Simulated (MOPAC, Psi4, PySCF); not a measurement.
Torsional profile of SMILES [GeH3][CH2]Br (CH₅BrGe), singlet. Scanned: dihedral H4–Ge1–C2–Br3; all other coordinates were relaxed at GFN2-xTB. Heavy atoms are numbered in the order of the SMILES [GeH3][CH2]Br, hydrogens after them in the order of the atoms that carry them; the mirror image has the same energies with the sign of each dihedral reversed.

- PBE/def2-TZVP // GFN2-xTB (Psi4)
- PM6, restricted, heats of formation // GFN2-xTB (MOPAC)
- RKS-LDA (SVWN5)/6-31G* = restricted LDA (SVWN5)/6-31G*, spherical d // GFN2-xTB (PySCF 2.14.0)
- MP2/cc-pVTZ = DF-MP2 (frozen core)/cc-pVTZ // GFN2-xTB in Psi4 1.11

Energies relative to the lowest point of each profile, in kcal/mol:

| φ / ° | PBE/def2-TZVP | PM6 | RKS-LDA (SVWN5)/6-31G* |
|---|---|---|---|
| 0 | 1.30 | 0.17 | 1.66 |
| 10 | 1.21 | 0.15 | 1.54 |
| 20 | 0.96 | 0.09 | 1.24 |
| 30 | 0.63 | 0.05 | 0.81 |
| 40 | 0.32 | 0.06 | 0.39 |
| 50 | 0.10 | 0.10 | 0.09 |
| 60 | 0.00 | 0.10 | 0.00 |
| 70 | 0.07 | 0.05 | 0.10 |
| 80 | 0.28 | 0.00 | 0.40 |
| 90 | 0.59 | 0.02 | 0.80 |
| 100 | 0.93 | 0.08 | 1.22 |
| 110 | 1.19 | 0.15 | 1.53 |

### Question
Predict the corresponding MP2/cc-pVTZ column.

### Answer
0: 1.88; 10: 1.76; 20: 1.41; 30: 0.93; 40: 0.47; 50: 0.13; 60: 0.00; 70: 0.12; 80: 0.45; 90: 0.91; 100: 1.38; 110: 1.74 (kcal/mol).
